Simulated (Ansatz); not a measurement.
Species: chloro-tris(methylsulfanyl)silane, C₃H₉ClS₃Si (charge 0, singlet). SMILES: CS[Si](Cl)(SC)SC
Coordinates optimised at B3LYP-D3(BJ)/def2-TZVP (Ansatz, a program for electronic structure):
```xyz
17

C      3.0445     0.1745     0.0691
S      1.6655     0.8067     1.1002
Si    -0.0071    -0.0186     0.0981
Cl     0.1408     0.3694    -1.9479
S     -0.0572    -2.1103     0.4226
C     -1.3438    -2.6251    -0.7790
S     -1.7806     0.8518     0.8596
C     -1.6623     2.5512     0.1795
H      2.9794     0.5763    -0.9387
H      3.0359    -0.9122     0.0426
H      3.9609     0.5193     0.5432
H     -1.4688    -3.6980    -0.6490
H     -2.2849    -2.1220    -0.5715
H     -1.0200    -2.4141    -1.7948
H     -1.6962     2.5280    -0.9066
H     -0.7501     3.0364     0.5176
H     -2.5251     3.0921     0.5622
```
Charge 0, spin multiplicity 1.

Quantity: atomisation energy (electronic, to ground-state atoms); the coupled-cluster value holds the core correlation from cc-pwCVTZ, in kcal/mol. Correlated levels leave the core frozen unless marked. UHF or UKS for open shells. Spin-orbit coupling is left out. Non-relativistic. Basis-set limits of correlation are two-point, X^-3; Hartree-Fock from the larger set. The bracket is a focal-point correction in the basis named.

Level to compare with: RI-MP2/CBS(aug-cc-pV(T+d)Z,aug-cc-pV(Q+d)Z)+[CCSD(T)-MP2]/aug-cc-pV(T+d)Z plus the core term (Ansatz), 1476.8 kcal/mol. It is a level with limits of its own, and the differences hold the functionals' basis error too.

**Question.** Rank these functionals by how close they come to RI-MP2/CBS(aug-cc-pV(T+d)Z,aug-cc-pV(Q+d)Z)+[CCSD(T)-MP2]/aug-cc-pV(T+d)Z, closest first: B97M-V/def2-TZVPD (Ansatz); B3LYP/def2-TZVPD (Ansatz); SVWN5/def2-TZVPD (Ansatz); wB97X-V/def2-TZVPD (Ansatz).

**Answer.** wB97X-V/def2-TZVPD (range-separated hybrid with VV10, 1476.6 kcal/mol, difference -0.2), B97M-V/def2-TZVPD (meta-GGA with VV10, 1480.9 kcal/mol, difference 4.1), B3LYP/def2-TZVPD (global hybrid, 1438.3 kcal/mol, difference -38.5), SVWN5/def2-TZVPD (LDA, 1675.7 kcal/mol, difference 198.9)
